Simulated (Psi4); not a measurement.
F₅Mo (SMILES [F][Mo]([F])([F])([F])[F]), doublet, at a GFN2-xTB geometry (such geometries of metal compounds can be far from the true shape) (the multiplicity is a formal guess) (core potentials on Mo); HF/def2-SVP run with Psi4.

The Psi4 input:
```
memory 2 GB

molecule {
0 2
Mo    0.02633584   -0.02156110    0.09042112
F     0.49885408   -0.40841101    1.71275931
F    -1.40984929    0.59651184   -0.90024484
F     0.97478526    1.40967311    0.28674227
F     0.66843933    0.01047927   -1.64530278
F    -0.85512995   -1.50763472    0.12408079
}

set {
  basis def2-svp
  reference uhf
  scf_type pk
  puream true
  d_convergence 1e-8
}

energy('scf')
print_variables()
```

The log (banner, timings and long lists left out):

```
   => Loading Basis Set <=

    Name: DEF2-SVP
    Role: ORBITAL
    Keyword: BASIS

    !!!  WARNING: ECP capability is in beta. Please check occupations closely.  !!!

         ---------------------------------------------------------
                                   SCF
               by Justin Turney, Rob Parrish, Andy Simmonett
                          and Daniel G. A. Smith
                              UHF Reference
         ---------------------------------------------------------

  ==> Geometry <==

    Molecular point group: c1
    Full point group: C1

    Geometry (in Angstrom), charge = 0, multiplicity = 2:

       Center              X                  Y                   Z               Mass
    ------------   -----------------  -----------------  -----------------  -----------------
         MO           0.025073477352    -0.020527609845     0.086086948942    97.905404820000
         F            0.497591717352    -0.407377519845     1.708425138942    18.998403162730
         F           -1.411111652648     0.597545330155    -0.904579011058    18.998403162730
         F            0.973522897352     1.410706600155     0.282408098942    18.998403162730
         F            0.667176967352     0.011512760155    -1.649636951058    18.998403162730
         F           -0.856392312648    -1.506601229845     0.119746618942    18.998403162730

  Running in c1 symmetry.

  Rotational constants: A =      0.10376  B =      0.09309  C =      0.06619 [cm^-1]
  Rotational constants: A =   3110.59534  B =   2790.87319  C =   1984.40252 [MHz]
  Nuclear repulsion =  346.935154314979059

  Charge       = 0
  Multiplicity = 2
  Electrons    = 59
  Nalpha       = 30
  Nbeta        = 29

  ==> Algorithm <==

  SCF Algorithm Type is PK.
  DIIS enabled.
  MOM disabled.
  Fractional occupation disabled.
  Guess Type is SAD.
  Energy threshold   = 1.00e-06
  Density threshold  = 1.00e-08
  Integral threshold = 1.00e-12

  ==> Primary Basis <==

  Basis Set: DEF2-SVP
    Blend: DEF2-SVP
    Number of shells: 41
    Number of basis functions: 101
    Number of Cartesian functions: 111
    Spherical Harmonics?: true
    Max angular momentum: 3

  Core potential: DEF2-SVP
    Number of shells: 4
    Number of ECP primitives: 14
    Number of ECP core electrons: 28
    Max angular momentum: 3

  ==> Integral Setup <==

  Using in-core PK algorithm.
   Calculation information:
      Number of atoms:                   6
      Number of AO shells:              41
      Number of primitives:             79
      Number of atomic orbitals:       111
      Number of basis functions:       101

      Integral cutoff                 1.00e-12
      Number of threads:                 1

  Performing in-core PK
  Using 26537952 doubles for integral storage.
  We computed 314625 shell quartets total.
  Whereas there are 371091 unique shell quartets.

  ==> DiskJK: Disk-Based J/K Matrices <==

    J tasked:                  Yes
    K tasked:                  Yes
    wK tasked:                  No
    Schwarz Cutoff:          1E-12

  Minimum eigenvalue in the overlap matrix is 1.4750239329E-02.
  Reciprocal condition number of the overlap matrix is 3.8404433475E-03.
    Using symmetric orthogonalization.

  ==> Pre-Iterations <==

  SCF Guess: Superposition of Atomic Densities via on-the-fly atomic UHF (no occupation information).

   -------------------------
    Irrep   Nso     Nmo
   -------------------------
     A        101     101
   -------------------------
    Total     101     101
   -------------------------

  ==> Iterations <==

                        Total Energy        Delta E     RMS |[F,P]|

   @UHF iter SAD:  -562.71163054571832   -5.62712e+02   0.00000e+00
   @UHF iter   1:  -563.85800632868040   -1.14638e+00   1.04569e-02 DIIS/ADIIS
   @UHF iter   2:  -563.86231439936728   -4.30807e-03   1.13106e-02 DIIS/ADIIS
   @UHF iter   3:  -564.32754959090903   -4.65235e-01   8.97397e-04 DIIS/ADIIS
[...]
   @UHF iter  42:  -564.34618885004693    4.22335e-09   3.98030e-07 DIIS
   @UHF iter  43:  -564.34618884728275    2.76418e-09   3.85486e-07 DIIS
   @UHF iter  44:  -564.34618884274448    4.53826e-09   3.57358e-07 DIIS
   @UHF iter  45:  -564.34618884139877    1.34571e-09   3.24293e-07 DIIS
   @UHF iter  46:  -564.34618883928852    2.11026e-09   3.06566e-07 DIIS
   @UHF iter  47:  -564.34618883774965    1.53887e-09   3.03136e-07 DIIS
   @UHF iter  48:  -564.34618883649216    1.25749e-09   2.99479e-07 DIIS
   @UHF iter  49:  -564.34618883550320    9.88962e-10   2.97666e-07 DIIS
   @UHF iter  50:  -564.34618883502856    4.74643e-10   2.95201e-07 DIIS
   @UHF iter  51:  -564.34618883417090    8.57654e-10   2.92323e-07 DIIS
   @UHF iter  52:  -564.34618883243661    1.73429e-09   2.83208e-07 DIIS
   @UHF iter  53:  -564.34618882545033    6.98628e-09   2.53492e-07 DIIS
   @UHF iter  54:  -564.34618881563210    9.81822e-09   2.05770e-07 DIIS
   @UHF iter  55:  -564.34618880637584    9.25627e-09   1.32668e-07 DIIS
   @UHF iter  56:  -564.34618880355310    2.82273e-09   8.37227e-08 DIIS
   @UHF iter  57:  -564.34618880295704    5.96060e-10   5.51860e-08 DIIS
   @UHF iter  58:  -564.34618880274388    2.13163e-10   3.56810e-08 DIIS
   @UHF iter  59:  -564.34618880270409    3.97904e-11   2.44021e-08 DIIS
   @UHF iter  60:  -564.34618880266783    3.62661e-11   1.82329e-08 DIIS
   @UHF iter  61:  -564.34618880265430    1.35287e-11   1.51427e-08 DIIS
   @UHF iter  62:  -564.34618880265123    3.06954e-12   1.30683e-08 DIIS
   @UHF iter  63:  -564.34618880265782   -6.59384e-12   1.13657e-08 DIIS
   @UHF iter  64:  -564.34618880266839   -1.05729e-11   9.60272e-09 DIIS
  Energy and wave function converged.

  ==> Post-Iterations <==

   @Spin Contamination Metric:   5.298524037E-03
   @S^2 Expected:                7.500000000E-01
   @S^2 Observed:                7.552985240E-01
   @S   Expected:                5.000000000E-01
   @S   Observed:                5.000000000E-01

    Orbital Energies [Eh]
    ---------------------

    Alpha Occupied:

[...]
    Alpha Virtual:

[...]
    Beta Occupied:

[...]
    Beta Virtual:

[...]
    Final Occupation by Irrep:
              A
    DOCC [    29 ]
    SOCC [     1 ]
    NA   [    30 ]
    NB   [    29 ]

  @UHF Final Energy:  -564.34618880266839

   => Energetics <=

    Nuclear Repulsion Energy =            346.9351543149790587
    One-Electron Energy =               -1501.4200636831064912
    Two-Electron Energy =                 590.1387205654589252
    Total Energy =                       -564.3461888026683937

  UHF NO Occupations:
  HONO-2 :   28  A 1.9994008
  HONO-1 :   29  A 1.9993995
  HONO-0 :   30  A 1.0000000
  LUNO+0 :   31  A 0.0006005
  LUNO+1 :   32  A 0.0005992
  LUNO+2 :   33  A 0.0004314
  LUNO+3 :   34  A 0.0002753

Computation Completed

Properties will be evaluated at   0.000000,   0.000000,   0.000000 [a0]

Properties computed using the SCF density matrix

 Multipole Moments:

 ------------------------------------------------------------------------------------
     Multipole            Electronic (a.u.)      Nuclear  (a.u.)        Total (a.u.)
 ------------------------------------------------------------------------------------

 L = 1.  Multiply by 2.5417464519 to convert [e a0] to [Debye]
 Dipole X            :          1.8135336           -1.5342361            0.2792975
 Dipole Y            :         -1.4847364            1.2560763           -0.2286602
 Dipole Z            :          6.2265555           -5.2676261            0.9589295
 Magnitude           :                                                    1.0246162

 ------------------------------------------------------------------------------------

  Variable Map:
  ----------------------------------------------------------------------------
[...]
  Array Variable Map:
  ----------------------------------------------------------------------------
[...]
[...]
```
